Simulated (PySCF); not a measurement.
Computed IR spectrum (relative IR intensity) of a molecule C₂H₆N, multiplicity 2. Geometry: B3LYP-D3(BJ)/def2-TZVP. Other conformers were not sampled. Calculation: B3LYP-D3(BJ)/def2-TZVP (PySCF). No scaling factor is applied to the harmonic values.

| ν (cm⁻¹) | relative intensity |
|---|---|
| 277 | 29 |
| 422 | 5.1 |
| 515 | 38 |
| 820 | 100 |
| 848 | 9.0 |
| 949 | 7.0 |
| 1089 | 4.0 |
| 1110 | 7.6 |
| 1314 | 2.7 |
| 1403 | 5.9 |
| 1455 | 3.6 |
| 1483 | 3.5 |
| 1656 | 22 |
| 2923 | 59 |
| 2928 | 24 |
| 3148 | 7.5 |
| 3254 | 6.3 |

### Question
Which molecule gave these data?
A. C[N]C
B. CC[NH]
C. [CH2]CN
D. [CH2]NC

### Answer
C, [CH2]CN
